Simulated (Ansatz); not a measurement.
SiGe6⁺. The state is a doublet with charge 1. Geometry B3LYP-D4/def2-SVP, that of the neutral singlet; atoms count from 1.

```xyz
7

Si   -0.5337   -0.9631   -0.5892
Ge    0.6810    0.7964   -2.0189
Ge    0.5486   -1.4062    1.7016
Ge    2.0346   -0.9053   -0.4636
Ge   -1.6417    1.3470   -0.8150
Ge   -1.7235   -0.0143    1.4844
Ge    0.6348    1.1455    0.7007
```

The structure comes from a short search, and lower isomers may exist.

(1) Estimate the Mulliken populations from the PBE0/def2-SVP orbitals of Ansatz.

(2) Where does the spin sit?

(3) And the Mayer bond orders between bonded heavy atoms (over 0.3)?

Results:

(1) 
```
atom  charge (e)  spin (α − β)
 Si1       -0.21         -0.05
 Ge2        0.24          0.12
 Ge3        0.26          0.24
 Ge4        0.22          0.04
 Ge5        0.28          0.33
 Ge6        0.29          0.37
 Ge7       -0.07         -0.05
```
Mulliken values and Mayer orders depend strongly on the basis.

(2) Summed by element: Si -0.05, Ge 1.05, of 1 unpaired in all. Largest on single atoms: Ge6 0.37, Ge5 0.33, Ge3 0.24.

(3) Si1–Ge2 0.53 (2.57 Å); Si1–Ge3 0.54 (2.57 Å); Si1–Ge4 0.52 (2.57 Å); Si1–Ge5 0.54 (2.57 Å); Si1–Ge6 0.54 (2.57 Å); Si1–Ge7 0.55 (2.73 Å); Ge2–Ge4 0.59 (2.67 Å); Ge2–Ge5 0.49 (2.67 Å); Ge2–Ge7 0.46 (2.74 Å); Ge3–Ge4 0.54 (2.67 Å); Ge3–Ge6 0.44 (2.67 Å); Ge3–Ge7 0.47 (2.74 Å); Ge4–Ge7 0.45 (2.74 Å); Ge5–Ge6 0.41 (2.67 Å); Ge5–Ge7 0.48 (2.74 Å); Ge6–Ge7 0.48 (2.74 Å).
